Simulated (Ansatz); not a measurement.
# Redistribution: CHI3 + C2H3FI2 → CI4 + C2H4FI

Gas-phase species: CHI3 (iodoform) `IC(I)I`, singlet; C2H3FI2 `FC(I)CI`, singlet; CI4 `IC(I)(I)I`, singlet; C2H4FI `CC(F)I`, singlet. The partners trade H for I; both sit on C, so the bond types are kept.

Shapes, held fixed at every level: PBE0-D4/def2-TZVP. Flexible molecules stand in one conformer, not always the lowest. Programs: Ansatz 0.2.0. The zero-point and thermal change to 298 K, harmonic and unscaled (PBE0-D4/def2-TZVP), is -1.9 kJ/mol.

```tsv
level	kind	ΔH(298 K) (kJ/mol)	less CCSD(T)/def2-TZVPP
B3LYP-D4/def2-TZVPP	global hybrid	+34.4	-0.9
r2SCAN0-D4/def2-TZVPP	global hybrid	+41.4	+6.1
wB97M-V/def2-TZVPP	range-separated hybrid	+34.0	-1.3
B2PLYP/def2-TZVPP	double hybrid	+35.3	0.0
MP2/def2-SVP	perturbation theory	+25.3	-10.0
CCSD(T)/def2-SVP	coupled cluster or CI	+35.4	+0.1
CCSD(T)/def2-TZVPP	coupled cluster or CI	+35.3	0.0
```

The highest level, CCSD(T)/def2-TZVPP, gives ΔH(298 K) = +35.3 kJ/mol; the levels span +25.3 to +41.4. The column of differences is taken from that level and isn't an error. No measured value is set beside it here. For atoms past krypton def2 sets carry core potentials with scalar relativity. Outer-core shells of I are correlated, in sets that cover them unevenly.
